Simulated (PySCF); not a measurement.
C8H11: g tensor and hyperfine couplings

C₈H₁₁ (doublet state).
Numbering: `[CH2:1][C@@:2]1([CH3:3])[CH:4]=[CH:5][CH:6]=[C:7]1[CH3:8]` (hydrogens: H9, H10 on C1; H11, H12, H13 on C3; H14 on C4; H15 on C5; H16 on C6; H17, H18, H19 on C8)

Structure used (GFN2-xTB), in Å, numbered top down from 1:
```
atom  x, y, z in Å
C1    -0.6736   -1.0673    1.3748
C2    -0.5639   -0.1067    0.2620
C3    -1.4452   -0.5380   -0.9389
C4    -0.9497    1.2815    0.7085
C5     0.0861    2.1091    0.5514
C6     1.2085    1.3776   -0.0025
C7     0.8750    0.0929   -0.1870
C8     1.7118   -1.0047   -0.7347
H9    -1.3994   -0.9197    2.1497
H10   -0.0210   -1.9155    1.4363
H11   -1.3184    0.1696   -1.7548
H12   -1.1596   -1.5320   -1.2733
H13   -2.4900   -0.5558   -0.6400
H14   -1.9241    1.5074    1.0994
H15    0.1168    3.1582    0.7895
H16    2.1621    1.8256   -0.2222
H17    1.8220   -1.8065   -0.0044
H18    2.7006   -0.6345   -0.9949
H19    1.2524   -1.4320   -1.6264
```

The hyperfine couplings belong to this conformer and change with its torsions.

Theory: UKS B3LYP, pcH-1 on C H, non-relativistic, mean-field spin-orbit, GIAO (PySCF 2.14.0). One conformer (not necessarily the lowest) at the GFN2-xTB geometry, without solvent, vibrations or thermal averaging. GFN2-xTB frequencies show an imaginary mode (187i cm⁻¹), so this geometry is no minimum at that level. A GFN2-xTB geometry isn't a minimum of the functional, and hyperfine couplings can be far from their values at a DFT geometry. No stability test was run, so a lower SCF solution isn't excluded.

```json
{"g1, g2, g3": "2.00212, 2.00277, 2.00281", "g_iso": "2.00257", "Form of g": "close to axial: the two nearest values differ by 5 % of g3 − g1", "⟨S²⟩": "0.7538 (exact 0.7500)", "α and β electrons": "30, 29", "Total energy": "-311.40152 Eh"}
```

Hyperfine couplings atom by atom, in MHz; T1 to T3 are the principal values of the dipolar part:

```tsv
atom	isotope	a_iso	T1	T2	T3	Mulliken spin population
C1	13C	89.7	-81.3	-80.7	162.0	1.08
C2	13C	-30.8	-2.7	1.0	1.7	-0.07
C3	13C	87.9	-6.5	-6.5	13.1	0.05
C4	13C	14.4	-2.0	-1.7	3.7	0.01
C5	13C	1.1	-0.9	0.2	0.6	0.00
C6	13C	1.7	-0.8	0.1	0.6	0.00
C7	13C	18.2	-2.4	-1.9	4.3	0.01
C8	13C	-0.7	-0.5	-0.4	0.9	0.00
H9	1H	-64.2	-39.4	-0.1	39.5	-0.05
H10	1H	-63.7	-39.4	0.0	39.4	-0.05
H11	1H	20.6	-3.9	-1.7	5.7	0.01
H12	1H	-3.8	-6.0	-2.2	8.2	0.00
H13	1H	-4.0	-5.9	-2.3	8.2	0.00
H14	1H	-1.0	-2.6	-2.5	5.2	0.00
H15	1H	2.6	-1.1	-0.9	2.0	0.00
H16	1H	3.1	-1.1	-0.9	2.0	0.00
H17	1H	-0.3	-2.7	-2.3	4.9	0.00
H18	1H	1.1	-1.0	-1.0	2.0	0.00
H19	1H	1.0	-1.5	-1.4	2.9	0.00
```

Largest spin populations (Mulliken): C1 (+1.08) and C2 (-0.07). No atom but C1 exceeds +0.15. The angles at C1 add up to 360.0°, so it is planar; its axial dipolar tensor and the negative couplings of its protons fit spin in a p orbital normal to that plane.

Axes: g2 points within 6° of the C1–C2 bond.

Under fast tumbling the dipolar parts average out, and these isotropic splittings remain: 2 × 1H (H9/H10, I = 1/2, 3 lines) with 2.28 mT, 3 × 1H (H11/H12/H13, I = 1/2, 4 lines) with 0.15 mT, 1 × 1H (H16, I = 1/2, 2 lines) with 0.11 mT, 1 × 1H (H15, I = 1/2, 2 lines) with 0.09 mT and 1 × 1H (H14, I = 1/2, 2 lines) with 0.04 mT.

Means are taken over nuclei equivalent by connectivity, which assumes that they swap fast. The three 1H nuclei of mean +4.3 MHz run from -4.0 to 20.6 MHz in the frozen geometry.

The 13C coupling of C1 (89.7 MHz) shows only in satellite lines or after enrichment, since that isotope makes up about 1.07 % of natural carbon.

Time: 87 s of wall time (grids of density and orbitals included); peak memory 1.1 GiB. Hardware: one thread of an Arm Neoverse V1 (shared host).
